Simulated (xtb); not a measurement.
F3Si (SMILES F[Si](F)F), doublet, from a rough starting geometry; GFN2-xTB run with xtb.

Here is a job for xtb.
```
$ xtb mol.xyz --gfn 2 --uhf 1 --opt vtight --json

# file mol.xyz
4

F      1.45188987     0.02360667    -0.08792659
Si     0.04186749     0.03006273     0.46187741
F     -0.71798158     1.24540609    -0.15440435
F     -0.74261050    -1.24735035    -0.23451764
```

Output, abridged:

```
   ID    Z sym.   atoms
    1    9 F      1, 3, 4
    2   14 Si     2

           -------------------------------------------------
          |                Calculation Setup                |
           -------------------------------------------------

           -------------------------------------------------
          |                 G F N 2 - x T B                 |
           -------------------------------------------------

          ...................................................
          :                      SETUP                      :
          :.................................................:
          :  # basis functions                  22          :
          :  # atomic orbitals                  21          :
          :  # shells                            9          :
          :  # electrons                        25          :
          :  max. iterations                   250          :
          :  Hamiltonian                  GFN2-xTB          :
          :  restarted?                      false          :
          :  GBSA solvation                  false          :
          :  PC potential                    false          :
          :  electronic temp.          300.0000000     K    :
          :  accuracy                    1.0000000          :
          :  -> integral cutoff          0.2500000E+02      :
          :  -> integral neglect         0.1000000E-07      :
          :  -> SCF convergence          0.1000000E-05 Eh   :
          :  -> wf. convergence          0.1000000E-03 e    :
          :  Broyden damping             0.4000000          :
          :  net charge                          0          :
          :  unpaired electrons                  1          :
          ...................................................

 iter      E             dE          RMSdq      gap      omega  full diag
   1    -16.0653255 -0.160653E+02  0.764E+00    4.70       0.0  T
   2    -16.0723575 -0.703200E-02  0.410E+00    4.76       1.0  T
   3    -16.0744977 -0.214022E-02  0.769E-01    4.81       1.0  T
   4    -16.0745737 -0.759739E-04  0.299E-01    4.80       1.0  T
   5    -16.0745708  0.286199E-05  0.163E-01    4.80       1.0  T
   6    -16.0746213 -0.504498E-04  0.332E-02    4.80       1.5  T
   7    -16.0746185  0.276467E-05  0.421E-02    4.80       1.2  T
   8    -16.0746217 -0.312619E-05  0.128E-03    4.80      39.1  T
   9    -16.0746217  0.379810E-08  0.150E-03    4.80      33.3  T
[...]
 * total energy  :   -16.0221123 Eh     change       -0.3307576E-11 Eh
 * total energy  :   -16.0266134 Eh     change       -0.4501057E-02 Eh
 * total energy  :   -16.0289303 Eh     change       -0.2316895E-02 Eh
 * total energy  :   -16.0290246 Eh     change       -0.9432424E-04 Eh
 * total energy  :   -16.0290554 Eh     change       -0.3079463E-04 Eh
 * total energy  :   -16.0290964 Eh     change       -0.4100604E-04 Eh
 * total energy  :   -16.0291052 Eh     change       -0.8822783E-05 Eh
 * total energy  :   -16.0291080 Eh     change       -0.2828144E-05 Eh
 * total energy  :   -16.0291089 Eh     change       -0.8831674E-06 Eh
 * total energy  :   -16.0291094 Eh     change       -0.4877883E-06 Eh
 * total energy  :   -16.0291095 Eh     change       -0.1254641E-06 Eh
 * total energy  :   -16.0291096 Eh     change       -0.4188178E-07 Eh
   *** GEOMETRY OPTIMIZATION CONVERGED AFTER 12 ITERATIONS ***
         :: total energy             -16.029109584040 Eh    ::
[...]
        18                          0.0123053               0.3348
        19                          0.3928967              10.6913
        20                          0.9366965              25.4888
        21                          0.9368099              25.4919
      -------------------------------------------------------------
                  HL-Gap            0.1833368 Eh            4.9888 eV
             Fermi-level           -0.3680975 Eh          -10.0164 eV

     #   Z          covCN         q      C6AA      α(0)
     1   9 F        0.705    -0.206    11.313     3.972
     2  14 Si       2.115     0.619   173.776    28.095
     3   9 F        0.705    -0.206    11.314     3.972
     4   9 F        0.705    -0.206    11.313     3.972

 Mol. C6AA /au·bohr⁶  :        502.923925
 Mol. C8AA /au·bohr⁸  :      22124.795240
 Mol. α(0) /au        :         40.009663

Wiberg/Mayer (AO) data.
largest (>0.10) Wiberg bond orders for each atom

 ---------------------------------------------------------------------------
     #   Z sym  total        # sym  WBO       # sym  WBO       # sym  WBO
 ---------------------------------------------------------------------------
     1   9 F    1.265 --     2 Si   1.158
     2  14 Si   3.474 --     4 F    1.158     1 F    1.158     3 F    1.158
     3   9 F    1.265 --     2 Si   1.158
     4   9 F    1.265 --     2 Si   1.158
 ---------------------------------------------------------------------------

Topologies differ in total number of bonds
Writing topology from bond orders to xtbtopo.mol

molecular dipole:
                 x           y           z       tot (Debye)
 q only:       -0.029      -0.020       0.760
   full:       -0.026      -0.018       0.692       1.761
molecular quadrupole (traceless):
                xx          xy          yy          xz          yz          zz
 q only:       -1.388       0.003      -1.391      -0.141      -0.080       2.779
  q+dip:       -1.655       0.004      -1.659      -0.173      -0.103       3.314
   full:       -1.457       0.003      -1.461      -0.150      -0.088       2.918

optimized geometry written to: xtbopt.xyz

           -------------------------------------------------
          | TOTAL ENERGY              -16.029109584040 Eh   |
          | GRADIENT NORM               0.000046305572 Eh/α |
          | HOMO-LUMO GAP               4.988848379907 eV   |
           -------------------------------------------------

normal termination of xtb
```
